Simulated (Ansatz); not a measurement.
Cost and result up the ladder for GaGe₂₂H₃₂, a doped nanocrystal cut from the lattice of germanium (Ga on an inner site) (55 atoms). The state is a doublet with charge 0. Geometry: r2SCAN-D4/def2-SVP.

Cartesian coordinates in Å:
```
Ge -1.090 -4.248 1.979
Ge -1.443 2.149 4.197
Ge 2.322 3.065 1.755
Ge 2.182 -3.545 -0.321
Ge 3.767 0.054 -0.373
Ge 0.487 -0.486 1.818
Ge -3.134 -1.365 0.111
Ge -1.223 2.257 0.153
Ge 0.297 -0.662 -2.217
Ge 1.973 3.043 -2.145
Ge -2.015 2.079 -3.967
Ge -0.636 -0.123 3.946
Ge 0.929 -2.924 1.674
Ge -2.788 -3.760 0.318
Ge 2.636 0.657 1.701
Ge -2.518 2.838 2.135
Ge 0.811 3.579 -0.076
Ge 4.280 -2.321 -0.337
Ge 0.988 -2.994 -2.364
Ge 2.355 0.643 -2.276
Ga -0.994 -0.241 -0.197
Ge -2.788 2.611 -1.726
Ge -1.098 -0.161 -4.144
H -0.674 -5.733 1.917
H -1.636 -3.978 3.394
H -2.432 2.242 5.375
H -0.262 3.086 4.498
H 3.673 3.779 1.537
H 1.746 3.532 3.106
H 2.450 -5.066 -0.235
H 5.077 0.874 -0.452
H -3.859 -0.900 1.393
H -4.120 -1.149 -1.058
H 3.336 3.770 -2.126
H 1.184 3.565 -3.361
H -0.968 3.125 -4.384
H -3.230 2.243 -4.904
H 0.332 -0.477 5.095
H -1.835 -1.089 4.024
H 1.860 -3.171 2.894
H -4.084 -4.507 0.698
H -2.307 -4.326 -1.032
H 3.487 0.196 2.909
H -2.776 4.360 2.142
H -3.881 2.127 2.016
H 0.410 5.074 -0.045
H 5.117 -2.653 0.915
H 5.105 -2.706 -1.582
H 1.933 -3.211 -3.564
H -0.234 -3.915 -2.552
H 3.149 0.340 -3.570
H -4.045 1.780 -1.400
H -3.189 4.105 -1.656
H -2.280 -1.153 -4.153
H -0.349 -0.308 -5.485
```

Ansatz on 11 threads of AMD EPYC 7R13 on a shared host and a whole NVIDIA H100 80GB HBM3. Times are rough, and most runs start from the orbitals of an earlier one. PBE0-D4/def2-SVP serves as the yardstick here, not as an exact answer. Differences are given only for rows in sets of like size (and for xTB, whose basis is part of the method), since another set adds its own error. Binding counts from free atoms at the same level (Ge triplet, Ga doublet, H doublet; other spins of the atoms weren't run), without zero-point energy or a counterpoise term.

Single mean-field runs in def2-SVP, def2-mTZVP are fitted with def2-universal-jkfit.

| level | functions | wall time |
| --- | --- | --- |
| PBE-D4/def2-SVP | 896 | 8 s |
| r2SCAN-D4/def2-SVP | 896 | 9 s |
| r2SCAN-D4/def2-mTZVP | 924 | 10 s |
| B97M-V/def2-SVP (with forces) | 896 | 16 s |
| PBE0-D4/def2-SVP (with forces) | 896 | 31 s |

(1) Estimate what each level gives for the binding energy per atom (eV).

Results:

(1) 
```json
{"level": "PBE-D4/def2-SVP", "binding energy per atom (eV)": "2.87", "difference from PBE0-D4/def2-SVP (eV)": "0.00"}
{"level": "r2SCAN-D4/def2-SVP", "binding energy per atom (eV)": "2.91", "difference from PBE0-D4/def2-SVP (eV)": "0.03"}
{"level": "r2SCAN-D4/def2-mTZVP", "binding energy per atom (eV)": "2.88", "difference from PBE0-D4/def2-SVP (eV)": "–"}
{"level": "B97M-V/def2-SVP (with forces)", "binding energy per atom (eV)": "2.92", "difference from PBE0-D4/def2-SVP (eV)": "0.04"}
{"level": "PBE0-D4/def2-SVP (with forces)", "binding energy per atom (eV)": "2.88", "difference from PBE0-D4/def2-SVP (eV)": "0.00"}
```
